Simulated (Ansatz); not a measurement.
Two members of one family (Series SnMe3X), computed with Ansatz in the gas phase; def2 core potentials for Sn, no spin–orbit coupling. The two geometries come from different levels. A negative affinity means that the extra electron isn't bound at that geometry and level; within about 0.2 eV of zero the sign isn't settled. Binding counts from free atoms in the multiplicity of their measured ground term, without zero-point energy. Sets without diffuse functions give affinities that are too small. A dash marks a value that wasn't run or was left out as unsound. The structures are stationary points that may keep the symmetry of their start. Remarks come from the PBE and PBE0 runs and from stability tests at other levels; not every state was tested. A HOMO above zero means that the electron is unbound at that level and held by the basis, or that self-interaction error raises the level; the energy of removing that electron tells which.

First: SnMe3(OiPr) (singlet, charge 0, r2SCAN-D4/def2-SVP geometry).

```xyz
24

Sn    1.1665   -0.5382   -0.1820
C     0.5756   -2.1582    1.1173
H     0.0585   -1.7720    2.0082
H     1.4633   -2.7225    1.4412
H    -0.1002   -2.8408    0.5800
C     2.0945   -1.1845   -2.0072
H     3.1013   -1.5843   -1.8186
H     2.1722   -0.3281   -2.6941
H     1.4795   -1.9637   -2.4808
C     2.3232    0.9822    0.8248
H     2.1665    1.9438    0.3141
H     3.3944    0.7326    0.7927
H     2.0112    1.0818    1.8746
O    -0.5275    0.3070   -0.8679
C    -1.6790    0.4238   -0.0597
C    -2.8178    0.8892   -0.9580
C    -1.4554    1.3829    1.1083
H    -1.9608   -0.5700    0.3631
H    -2.5734    1.8753   -1.3853
H    -3.7650    0.9682   -0.4013
H    -2.9536    0.1815   -1.7904
H    -0.6564    1.0178    1.7775
H    -1.1511    2.3715    0.7272
H    -2.3662    1.5047    1.7165
```

```json
{"level": "PBE-D4/def2-SVP", "HOMO (eV)": "-5.24", "LUMO (eV)": "-0.15", "gap (eV)": "5.09", "vertical IE (eV)": "–", "vertical EA (eV)": "–", "vertical triplet (eV)": "–", "binding per atom (eV)": "3.98"}
{"level": "PBE-D4/def2-TZVP", "HOMO (eV)": "-5.46", "LUMO (eV)": "-0.58", "gap (eV)": "4.88", "vertical IE (eV)": "8.29", "vertical EA (eV)": "-1.17", "vertical triplet (eV)": "5.20", "binding per atom (eV)": "3.96"}
{"level": "r2SCAN-D4/def2-TZVP", "HOMO (eV)": "-5.75", "LUMO (eV)": "-0.12", "gap (eV)": "5.64", "vertical IE (eV)": "–", "vertical EA (eV)": "–", "vertical triplet (eV)": "5.54", "binding per atom (eV)": "3.91"}
{"level": "PBE0-D4/def2-SVP", "HOMO (eV)": "-6.79", "LUMO (eV)": "0.76", "gap (eV)": "7.55", "vertical IE (eV)": "–", "vertical EA (eV)": "–", "vertical triplet (eV)": "–", "binding per atom (eV)": "3.93"}
{"level": "PBE0-D4/def2-TZVP", "HOMO (eV)": "-6.94", "LUMO (eV)": "0.27", "gap (eV)": "7.21", "vertical IE (eV)": "8.63", "vertical EA (eV)": "-1.44", "vertical triplet (eV)": "5.76", "binding per atom (eV)": "3.91"}
```

Remarks: HOMO above zero (-1 doublet).

Second: Sn(tBu)Me3 (singlet, charge 0, PBE-D4/def2-SVP geometry).

Cartesian coordinates in Å:
```
Sn -0.199 -0.906 0.390
C 0.240 1.093 -0.470
C 0.908 0.897 -1.837
C 1.181 1.837 0.486
C -1.081 1.856 -0.625
H 1.143 1.883 -2.304
H 1.865 0.340 -1.758
H 0.255 0.348 -2.548
H 2.142 1.300 0.629
H 0.725 1.988 1.487
H 1.430 2.848 0.084
H -1.597 2.002 0.348
H -1.787 1.338 -1.307
H -0.901 2.872 -1.052
C -0.932 -0.668 2.429
H -1.211 -1.653 2.851
H -1.823 -0.011 2.443
H -0.148 -0.218 3.068
C 1.624 -2.101 0.401
H 2.428 -1.569 0.947
H 1.963 -2.292 -0.636
H 1.441 -3.072 0.900
C -1.716 -1.897 -0.821
H -1.374 -1.978 -1.873
H -2.662 -1.321 -0.799
H -1.911 -2.916 -0.433
```

**Question.** Estimate how these quantities change from the first to the second (second minus first).

**Answer.** 
```json
{"level": "PBE-D4/def2-SVP", "Δ HOMO (eV)": "-0.26", "Δ LUMO (eV)": "0.20", "Δ gap (eV)": "0.46", "Δ vertical IE (eV)": "–", "Δ vertical EA (eV)": "–", "Δ vertical triplet (eV)": "–", "Δ binding per atom (eV)": "0.00"}
{"level": "PBE-D4/def2-TZVP", "Δ HOMO (eV)": "-0.13", "Δ LUMO (eV)": "0.14", "Δ gap (eV)": "0.27", "Δ vertical IE (eV)": "-0.20", "Δ vertical EA (eV)": "-0.01", "Δ vertical triplet (eV)": "0.01", "Δ binding per atom (eV)": "-0.01"}
{"level": "r2SCAN-D4/def2-TZVP", "Δ HOMO (eV)": "-0.01", "Δ LUMO (eV)": "0.19", "Δ gap (eV)": "0.20", "Δ vertical IE (eV)": "–", "Δ vertical EA (eV)": "–", "Δ vertical triplet (eV)": "-0.12", "Δ binding per atom (eV)": "-0.01"}
{"level": "PBE0-D4/def2-SVP", "Δ HOMO (eV)": "0.17", "Δ LUMO (eV)": "0.16", "Δ gap (eV)": "-0.02", "Δ vertical IE (eV)": "–", "Δ vertical EA (eV)": "–", "Δ vertical triplet (eV)": "–", "Δ binding per atom (eV)": "0.01"}
{"level": "PBE0-D4/def2-TZVP", "Δ HOMO (eV)": "0.28", "Δ LUMO (eV)": "0.10", "Δ gap (eV)": "-0.17", "Δ vertical IE (eV)": "-0.38", "Δ vertical EA (eV)": "-0.03", "Δ vertical triplet (eV)": "-0.14", "Δ binding per atom (eV)": "0.00"}
```

Remarks: HOMO above zero (-1 doublet).
